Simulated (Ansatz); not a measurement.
MgAl3 (the lowest doublet isomer of a short search), 4 atoms. Hardware: 4 threads of Arm Neoverse V1 on a shared host.

Correlated methods freeze 16 core orbitals; core or outer-core shells of Mg are correlated, in sets that lack core-valence functions.

How many basis functions does each of these Ansatz runs have, and roughly what does it cost? B3LYP-D4/6-31G, charge 0 quartet, energy; HF/6-31G, charge 0 quartet, energy; CCSD(T)/def2-TZVPD, charge -1 singlet at the geometry of the charge 0 doublet, energy, from earlier orbitals; r2SCAN-D4/def2-TZVP, charge 0 quartet, energy, from earlier orbitals; PBE0-D4/def2-TZVPD, charge 0 doublet, energy, from earlier orbitals; PBE0-D4/def2-TZVP, charge 0 doublet, frequencies; r2SCAN-D4/def2-TZVPD, charge 0 doublet, energy, from earlier orbitals; PBE0-D4/def2-TZVP, charge 0 doublet, relaxation, 21 steps; CAM-B3LYP-D4/def2-TZVP, charge 0 doublet, energy, from earlier orbitals; CAM-B3LYP-D4/def2-TZVP, charge 0 quartet, energy, from earlier orbitals; PBE0-D4/def2-SVP, charge 0 doublet, energy with a search over starts; MP2/def2-TZVP, charge 0 quartet, energy, from earlier orbitals.

Other jobs shared the machine, so times can vary by a factor of up to 3. A dash marks memory too small to be measured apart from the calling script's.

```
                                                                                                         run  functions  fitting or Cholesky vectors  wall time  peak host memory (GiB)
                                                                          HF/6-31G, charge 0 quartet, energy         52                          546      0.4 s                       –
                                                                    B3LYP-D4/6-31G, charge 0 quartet, energy         52                          546      1.4 s                       –
                                              MP2/def2-TZVP, charge 0 quartet, energy, from earlier orbitals        143                          975      2.1 s                       –
                                     CAM-B3LYP-D4/def2-TZVP, charge 0 quartet, energy, from earlier orbitals        143                         1065        6 s                       –
                                        r2SCAN-D4/def2-TZVP, charge 0 quartet, energy, from earlier orbitals        143                         1065        7 s                       –
                                        PBE0-D4/def2-SVP, charge 0 doublet, energy with a search over starts         72                          618      8.5 s                       –
                                     CAM-B3LYP-D4/def2-TZVP, charge 0 doublet, energy, from earlier orbitals        143                         1065      9.5 s                    0.68
                                         PBE0-D4/def2-TZVPD, charge 0 doublet, energy, from earlier orbitals        164                         1190       11 s                    0.74
CCSD(T)/def2-TZVPD, charge -1 singlet at the geometry of the charge 0 doublet, energy, from earlier orbitals        164                         1124       18 s                     1.2
                                       r2SCAN-D4/def2-TZVPD, charge 0 doublet, energy, from earlier orbitals        164                         1100       21 s                       –
                                                            PBE0-D4/def2-TZVP, charge 0 doublet, frequencies        143                         1125       64 s                       –
                                                   PBE0-D4/def2-TZVP, charge 0 doublet, relaxation, 21 steps        143                         1125       66 s                       –
```
